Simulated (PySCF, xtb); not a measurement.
1,1-dichlorobuta-1,2-diene (C₄H₄Cl₂), SMILES CC=C=C(Cl)Cl.

Coordinates come from a B3LYP-D3(BJ)/def2-SVP optimisation.

Method: IEF-PCM-M06-2X/def2-SVP run with PySCF.

The values are the electrostatic part of the solvation free energy, E(continuum) − E(gas) at the gas-phase geometry, in a cavity of scaled van der Waals radii (PySCF's table); cavitation and dispersion terms are not included. In vacuum the orbital gap is 8.40 eV. The dipole moment in vacuum is 2.64 D.

Question: Estimate the values in water (ε = 78.36), tetrahydrofuran (ε = 7.43), N,N-dimethylformamide (ε = 37.22). (The exact figures need the calculation; the answer reports its results.)

Answer: 
```
solvent                    ε  ΔG(elec) (kcal/mol)  dipole (D)  gap (eV)
---------------------  -----  -------------------  ----------  --------
water                  78.36                 -2.5        3.62      8.51
tetrahydrofuran         7.43                 -2.0        3.44      8.49
N,N-dimethylformamide  37.22                 -2.4        3.60      8.51
```

For comparison, GFN2-xTB/ALPB(water) (xtb, at the GFN2-xTB geometry, all terms of that model) gives -2.7 kcal/mol.
